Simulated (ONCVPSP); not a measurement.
## Logarithmic derivatives: bismuth (Bi), ONCV

* Element: Bi
* Generator: ONCVPSP 4.0.1
* Type: optimised norm-conserving Vanderbilt (ONCV)
* Functional: Wu-Cohen
* Relativity: scalar-relativistic
* Frozen core: [Xe] 4f14 5d10
* Valence charge: 5
* Reference configuration: 6s2 6p3
* Partial waves: 6s: rc 1.85 bohr, ncon 5, nbas 9, qcut 3 1/bohr, 1 projector; 6p: rc 2.55 bohr, ncon 4, nbas 9, qcut 3.1 1/bohr, 3 projectors, debl 2.6 Ha
* Local potential: polynomial inside 1.60 bohr (lpopt 5, dvloc0 3 Ha)
* Core correction: Teter function, fcfact 5.25, rcfact 1

The phase is arctan(r·R′/R) of the radial function R(r), unwrapped; energies in Ha, scanned from -2 to 5 Ha. A pole is an energy at which the radial function vanishes at the test radius. The pseudo phase is shifted by a multiple of π to meet the all-electron one at the reference energy, and phase errors are pseudo minus all-electron; the curves can meet again beyond the range given. Levels narrower than the energy grid can be missing from the lists of poles. Where the grid stepped over a known ghost or core level, its pole and its step of π were put in at the level’s energy.

```json
{"channel": "s", "radius (bohr)": "1.88", "reference energy (Ha)": "-0.53", "poles, all-electron": "2.18", "poles, pseudo": "-0.71, 2.14", "unbroken range about the reference energy with phases within 0.05 rad": "-0.7 to 3.5", "phase error 1 Ha above the reference energy (rad)": "+0.009"}
{"channel": "p", "radius (bohr)": "2.58", "reference energy (Ha)": "-0.17", "poles, all-electron": "0.95", "poles, pseudo": "0.94", "unbroken range about the reference energy with phases within 0.05 rad": "the whole range", "phase error 1 Ha above the reference energy (rad)": "-0.000"}
```

Note: ghosts flagged at negative energy: s at -19.3 eV; GHOST(+) flagged for p at 199.4 eV. A true bound ghost makes a file unfit for plane-wave use.

Phases in the s channel:

| E (Ha) | all-electron | pseudo |
| --- | --- | --- |
| -1.98 | 0.944 | 4.041 |
| -1.80 | 0.852 | 3.943 |
| -1.62 | 0.730 | 3.811 |
| -1.44 | 0.562 | 3.634 |
| -1.26 | 0.334 | 3.399 |
| -1.08 | 0.044 | 3.112 |
| -0.90 | -0.275 | 2.805 |
| -0.72 | -0.567 | 2.421 |
| -0.54 | -0.798 | -0.798 |
| -0.36 | -0.968 | -0.965 |
| -0.18 | -1.093 | -1.086 |
| 0.00 | -1.187 | -1.178 |
| 0.18 | -1.258 | -1.249 |
| 0.36 | -1.314 | -1.305 |
| 0.54 | -1.359 | -1.351 |
| 0.72 | -1.397 | -1.389 |
| 0.90 | -1.429 | -1.422 |
| 1.08 | -1.456 | -1.450 |
| 1.26 | -1.480 | -1.475 |
| 1.44 | -1.501 | -1.498 |
| 1.62 | -1.520 | -1.518 |
| 1.80 | -1.538 | -1.537 |
| 1.98 | -1.554 | -1.555 |
| 2.16 | -1.569 | -1.573 |
| 2.34 | -1.584 | -1.590 |
| 2.52 | -1.598 | -1.607 |
| 2.70 | -1.612 | -1.625 |
| 2.88 | -1.626 | -1.644 |
| 3.06 | -1.640 | -1.664 |
| 3.24 | -1.654 | -1.686 |
| 3.42 | -1.669 | -1.711 |
| 3.60 | -1.685 | -1.741 |
| 3.78 | -1.702 | -1.777 |
| 3.96 | -1.720 | -1.823 |
| 4.14 | -1.740 | -1.887 |
| 4.32 | -1.763 | -1.978 |
| 4.50 | -1.790 | -2.126 |
| 4.68 | -1.820 | -2.388 |
| 4.86 | -1.858 | -2.872 |
